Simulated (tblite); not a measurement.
Isomers of C5H4F3NO. Computed values, GFN2-xTB/tblite, gas phase, harmonic and unscaled. Errors from tens to a few hundred cm⁻¹ against measured bands are possible. One conformer each.

Electronic energies: GFN2-xTB at the same geometries; isomer energies are rough at this level and their order can be wrong.

```
                    SMILES  electronic energy, lowest = 0 (kcal/mol)
[H]/N=C(\C=C)C(=O)C(F)(F)F                                      34.1
       N#CC1(OC(F)(F)F)CC1                                       6.3
        Cc1cc(C(F)(F)F)on1                                       0.0
      CO/C(C#N)=C\C(F)(F)F                                      18.4
     NC(=O)/C=C/C(F)=C(F)F                                      10.7
[H]/N=C\C(=C)C(=O)C(F)(F)F                                      32.7
```

**Question.** How do GFN2-xTB zero-point energies change the relative energies?

**Answer.** 
```json
{"SMILES": "Cc1cc(C(F)(F)F)on1", "ZPE (kcal/mol)": "54.8", "of it from modes above 1550 cm⁻¹": "19.9", "electronic (kcal/mol)": "0.0", "with ZPE, lowest = 0 (kcal/mol)": "0.0", "lowest mode (cm⁻¹)": "19", "rings": "1"}
{"SMILES": "N#CC1(OC(F)(F)F)CC1", "ZPE (kcal/mol)": "54.2", "of it from modes above 1550 cm⁻¹": "21.2", "electronic (kcal/mol)": "6.3", "with ZPE, lowest = 0 (kcal/mol)": "5.7", "lowest mode (cm⁻¹)": "18", "rings": "1"}
{"SMILES": "NC(=O)/C=C/C(F)=C(F)F", "ZPE (kcal/mol)": "53.4", "of it from modes above 1550 cm⁻¹": "26.1", "electronic (kcal/mol)": "10.7", "with ZPE, lowest = 0 (kcal/mol)": "9.3", "lowest mode (cm⁻¹)": "42", "rings": "0"}
{"SMILES": "CO/C(C#N)=C\\C(F)(F)F", "ZPE (kcal/mol)": "53.2", "of it from modes above 1550 cm⁻¹": "23.1", "electronic (kcal/mol)": "18.4", "with ZPE, lowest = 0 (kcal/mol)": "16.8", "lowest mode (cm⁻¹)": "29", "rings": "0"}
{"SMILES": "[H]/N=C\\C(=C)C(=O)C(F)(F)F", "ZPE (kcal/mol)": "53.0", "of it from modes above 1550 cm⁻¹": "25.3", "electronic (kcal/mol)": "32.7", "with ZPE, lowest = 0 (kcal/mol)": "30.9", "lowest mode (cm⁻¹)": "13i", "rings": "0"}
{"SMILES": "[H]/N=C(\\C=C)C(=O)C(F)(F)F", "ZPE (kcal/mol)": "53.0", "of it from modes above 1550 cm⁻¹": "25.4", "electronic (kcal/mol)": "34.1", "with ZPE, lowest = 0 (kcal/mol)": "32.3", "lowest mode (cm⁻¹)": "21", "rings": "0"}
```

The zero-point energies span 1.8 kcal/mol, from `[H]/N=C(\C=C)C(=O)C(F)(F)F` to `Cc1cc(C(F)(F)F)on1`. Slightly imaginary modes are left out of the zero-point energy: `[H]/N=C\C(=C)C(=O)C(F)(F)F` 12.7i cm⁻¹. The order is unchanged.
